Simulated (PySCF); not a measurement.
H₄Zr, SMILES [ZrH4-], charge -1, multiplicity 2.

Coordinates come from a r2SCAN-D4/def2-TZVPD optimisation. A frequency run showed that this geometry is not a minimum. The multiplicity is an assumed one; other spin states were not compared. The def2 effective core potentials stand for the cores of Zr; spin–orbit coupling is left out.

These are CAM-B3LYP/def2-TZVPD in PySCF values and carry that method's errors.

Computed frontier levels, dipole moment and polarisability:
| Property | Value |
|---|---|
| α spin, highest occupied and lowest empty level | -0.62 and 3.96 eV |
| β spin, highest occupied and lowest empty level | -3.76 and 4.12 eV |
| dipole moment about the centre of nuclear charge | 0.00 D |
| mean static polarisability | 87.3 bohr³ (12.94 Å³) |
| polarisability, principal values | 72.8, 72.8, 116.4 bohr³ |
| ⟨S²⟩ | 0.752 (pure state 0.75) |
